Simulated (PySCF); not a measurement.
CH3Si, SMILES C=[SiH], multiplicity 2. The structure is a stationary point at PBE-D3(BJ)/def2-TZVP. The isomer is the one that the SMILES or the coordinates give; other isomers of the formula were not compared.

Computed equilibrium geometry at PBE-D3(BJ)/def2-TZVP (PySCF confirms it by a frequency run) as a Z-matrix, and its point group:
point group Cs.
```
C
H 1 1.0896
H 1 1.0948 2 116.27
Si 1 1.7179 2 123.88 3 180.00
H 4 1.5086 1 121.00 2 180.00
```
Charge 0, spin multiplicity 2.
